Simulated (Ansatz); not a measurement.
`C[Si](N)(Cl)Cl` + H–F → `C[Si](N)(F)Cl` + HCl at 400 K and 1 bar (ligand exchange at the Si–Cl bond).

Program: Ansatz. Geometries: PBE0-D4/def2-TZVP. ΔE: electronic, gas phase. CBS: MP2 limit from def2 TZ/QZ plus the TZ coupled-cluster correction, frozen cores. This one scheme is used for every species. Each species was taken in one conformer, which may not be the lowest.

| species | CCSD(T)/CBS energy (Eh) | H − E (kJ/mol) | S (J/(mol·K)) |
| --- | --- | --- | --- |
| `C[Si](N)(Cl)Cl` | -1304.56570 | 211.7 | 400.5 |
| H–F | -100.39570 | 36.5 | 182.2 |
| `C[Si](N)(F)Cl` | -944.59780 | 213.5 | 388.8 |
| HCl | -460.38127 | 29.6 | 195.4 |

H − E and S are ideal-gas, rigid-rotor, harmonic terms from PBE0-D4/def2-TZVP, for one conformer and one mirror image of each species. 1 Eh = 2625.50 kJ/mol, R = 8.31446 J/(mol·K).

Task: By hand: ΔE, ΔH, ΔS and ΔG.

Result: ΔE = (-944.59780) + (-460.38127) − (-1304.56570) − (-100.39570) = -0.01767 Eh = -46.4 kJ/mol. Δ(H − E) = 213.5 + 29.6 − 211.7 − 36.5 = -5.1, so ΔH = -51.5 kJ/mol. ΔS = 388.8 + 195.4 − 400.5 − 182.2 = 1.5 J/(mol·K). ΔG = -51.5 − 400 × (1.5)/1000 = -52.1 kJ/mol.

Task: By hand: the equilibrium constant, and the temperature at which ΔG would vanish if ΔH and ΔS stayed fixed.

Result: log₁₀ K = −ΔG/(RT ln 10) = 6.8. ΔH and −TΔS have one sign here, so there is no such temperature.

The number of gas molecules stays the same, so ΔS is small and ΔH decides. A doubt of 5 kJ/mol in ΔE shifts log₁₀ K by 0.7 here. Other conformers and mirror images would add mixing entropy, several J/(mol·K) or more a flexible species. These are equilibria of isolated gas molecules and say nothing of rates. Largest T1 diagnostic: 0.010 (customary marks: 0.02 for closed shells, 0.045 for open ones).

ΔS is within the doubt of such terms, so its sign, and with it that verdict, could turn.
